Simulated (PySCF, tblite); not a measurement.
Species: C₆H₈ClFSi.
Geometry (GFN2-xTB, Å), atoms numbered from 1 in this order:
```
atom  x, y, z in Å
C1     2.798   -0.282   -0.014
C2     1.705   -0.131   -0.476
C3     0.388    0.082   -1.043
C4    -0.228    1.393   -0.525
Si5   -0.973    0.959    1.172
C6    -0.963   -0.933    0.813
Cl7    0.218   -1.776    1.851
C8    -0.544   -1.071   -0.646
F9    -1.689   -0.982   -1.420
H10    3.752   -0.429    0.398
H11    0.476    0.098   -2.136
H12    0.525    2.178   -0.503
H13   -1.009    1.712   -1.216
H14   -2.344    1.440    1.334
H15   -0.104    1.249    2.306
H16   -1.913   -1.445    0.960
H17   -0.102   -2.050   -0.866
```

Method: PBE0/pcSseg-1 in PySCF (dipole) on a GFN2-xTB geometry, gas phase.

Masses are those of the commonest isotopes; rigid-rotor values at the optimised geometry. The values belong to one conformer with, in the numbering `[CH:1]#[C:2][C@@H:3]1[CH2:4][SiH2:5][C@H:6]([Cl:7])[C@H:8]1[F:9]`, C2–C3–C4–Si5 -82°, C3–C4–Si5–C6 -18°, C4–Si5–C6–Cl7 112°, Si5–C6–C8–F9 -87°.

(1) What are A, B and C (GHz)?

(2) What kind of rotor is it?

(3) Is it planar, by Δ = Ic − Ia − Ib?

(4) Give the other two planar moments, Paa and Pbb, and the rms extents of the mass along the axes.

(5) Which types of transition are allowed, and where do some lines up to J = 5 fall?

(6) Estimate the classical rotational partition function at 50 K, 100 K and 200 K.

Answers

(1) Ia = 404.20, Ib = 437.82, Ic = 515.13 u·Å²; 505379 MHz·u·Å²/I gives 1250, 1154 and 981.1 MHz, that is A = 1.2503, B = 1.1543, C = 0.9811 GHz.

(2) An asymmetric top. Ray's parameter κ = (2B − A − C)/(A − C) = 0.287; −1 is the prolate and +1 the oblate limit.

(3) Not planar: Δ = Ic − Ia − Ib = -326.89 u·Å². For a rigid frame Δ = −2 Σ m c², so Σ m c² = 163.45 u·Å² lies off the ab plane: 18.99 from hydrogen and 144.46 from heavier atoms. The atom farthest from that plane is 2.48 Å away.

(4) Paa = Σ m a² = (Ib + Ic − Ia)/2 = 274.37 and Pbb = Σ m b² = (Ia + Ic − Ib)/2 = 240.76 u·Å². With the mass M = 162.01 u, the rms extents √(P/M) along a, b and c are 1.30, 1.22, 1.00 Å.

(5) The dipole components are |μa| = 0.80 D, |μb| = 0.61 D, |μc| = 0.98 D. The squared components, which scale the intensities, stand as 0.67 : 0.39 : 1.00 (a : b : c). Some lines, for components of 0.1 D or more:

```json
{"type": "b", "branch": "Q", "J(Ka,Kc)": "4(3,1) ← 4(2,2)", "MHz": "605", "lower level (cm⁻¹)": "0.762"}
{"type": "b", "branch": "Q", "J(Ka,Kc)": "5(5,1) ← 5(4,2)", "MHz": "1441", "lower level (cm⁻¹)": "1.177"}
{"type": "b", "branch": "Q", "J(Ka,Kc)": "4(1,3) ← 4(0,4)", "MHz": "1470", "lower level (cm⁻¹)": "0.683"}
{"type": "a", "branch": "R", "J(Ka,Kc)": "2(1,2) ← 1(1,1)", "MHz": "4098", "lower level (cm⁻¹)": "0.074"}
{"type": "b", "branch": "R", "J(Ka,Kc)": "2(1,2) ← 1(0,1)", "MHz": "4194", "lower level (cm⁻¹)": "0.071"}
{"type": "a", "branch": "R", "J(Ka,Kc)": "3(1,3) ← 2(1,2)", "MHz": "6091", "lower level (cm⁻¹)": "0.211"}
{"type": "b", "branch": "R", "J(Ka,Kc)": "3(1,2) ← 2(2,1)", "MHz": "6271", "lower level (cm⁻¹)": "0.238"}
{"type": "a", "branch": "R", "J(Ka,Kc)": "3(2,2) ← 2(2,1)", "MHz": "6406", "lower level (cm⁻¹)": "0.238"}
{"type": "b", "branch": "R", "J(Ka,Kc)": "3(2,2) ← 2(1,1)", "MHz": "6694", "lower level (cm⁻¹)": "0.228"}
{"type": "b", "branch": "R", "J(Ka,Kc)": "3(3,0) ← 2(2,1)", "MHz": "7427", "lower level (cm⁻¹)": "0.238"}
{"type": "b", "branch": "R", "J(Ka,Kc)": "4(2,2) ← 3(3,1)", "MHz": "8333", "lower level (cm⁻¹)": "0.484"}
{"type": "b", "branch": "R", "J(Ka,Kc)": "4(1,3) ← 3(2,2)", "MHz": "8408", "lower level (cm⁻¹)": "0.452"}
{"type": "a", "branch": "R", "J(Ka,Kc)": "4(2,3) ← 3(2,2)", "MHz": "8449", "lower level (cm⁻¹)": "0.452"}
{"type": "a", "branch": "R", "J(Ka,Kc)": "4(1,3) ← 3(1,2)", "MHz": "8544", "lower level (cm⁻¹)": "0.447"}
{"type": "b", "branch": "R", "J(Ka,Kc)": "4(3,2) ← 3(2,1)", "MHz": "9244", "lower level (cm⁻¹)": "0.465"}
{"type": "a", "branch": "R", "J(Ka,Kc)": "5(1,5) ← 4(1,4)", "MHz": "10026", "lower level (cm⁻¹)": "0.683"}
{"type": "b", "branch": "R", "J(Ka,Kc)": "5(1,4) ← 4(2,3)", "MHz": "10437", "lower level (cm⁻¹)": "0.734"}
{"type": "b", "branch": "R", "J(Ka,Kc)": "5(2,3) ← 4(3,2)", "MHz": "10630", "lower level (cm⁻¹)": "0.773"}
{"type": "a", "branch": "R", "J(Ka,Kc)": "5(3,3) ← 4(3,2)", "MHz": "10775", "lower level (cm⁻¹)": "0.773"}
{"type": "a", "branch": "R", "J(Ka,Kc)": "5(4,2) ← 4(4,1)", "MHz": "10907", "lower level (cm⁻¹)": "0.813"}
{"type": "c", "branch": "R", "J(Ka,Kc)": "5(3,3) ← 4(2,3)", "MHz": "11968", "lower level (cm⁻¹)": "0.734"}
{"type": "b", "branch": "R", "J(Ka,Kc)": "5(4,1) ← 4(3,2)", "MHz": "12236", "lower level (cm⁻¹)": "0.773"}
{"type": "c", "branch": "R", "J(Ka,Kc)": "5(5,1) ← 4(4,1)", "MHz": "12348", "lower level (cm⁻¹)": "0.813"}
{"type": "b", "branch": "R", "J(Ka,Kc)": "5(3,2) ← 4(2,3)", "MHz": "12638", "lower level (cm⁻¹)": "0.734"}
```

(6) Point group C1, symmetry number σ = 1; q = (√π/σ)·√((kT/h)³/(ABC)), k/h = 20836.6 MHz/K: 50100 at 50 K, 142000 at 100 K, 401000 at 200 K.

Its GFN2-xTB frequencies are all real (lowest 50 cm⁻¹). Zero-point vibration and centrifugal distortion are left out. Quadrupole hyperfine structure (35Cl) is left out.
